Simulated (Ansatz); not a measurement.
`[F][Sn]([SH])([Cl])[Cl]`. Charge 0, multiplicity 1. Sn: def2 effective core potential.

Cartesian coordinates in Å:
```
F 1.240 1.406 -0.840
Sn -0.135 0.425 0.031
S 0.722 -1.546 0.999
Cl -0.984 1.814 1.638
Cl -1.678 0.032 -1.620
H 0.834 -2.131 -0.208
```

(1) List the harmonic frequencies (cm⁻¹, unscaled) at PBE0-D4/def2-TZVP in Ansatz. (Estimate.)

(2) Is this a minimum?

(3) Give the ideal-gas thermochemistry at 298.15 K and 1 bar (rigid rotor, harmonic oscillator; point group C1, symmetry number 1).

## Answers

(1) Computed: 54, 95, 117, 123, 157, 159, 362, 399, 405, 640, 738, 2699.

(2) Yes, all 12 modes are real.

(3) Zero-point energy 35.6 kJ/mol; H(298) − E = 59.7 kJ/mol; entropy 398.1 J/(mol·K), of which translation 177.3, rotation 123.5, vibration 97.3; G(298) − E = -59.0 kJ/mol. Modes under 100 cm⁻¹ are hindered rotations or soft bends, so the harmonic entropy is rough.
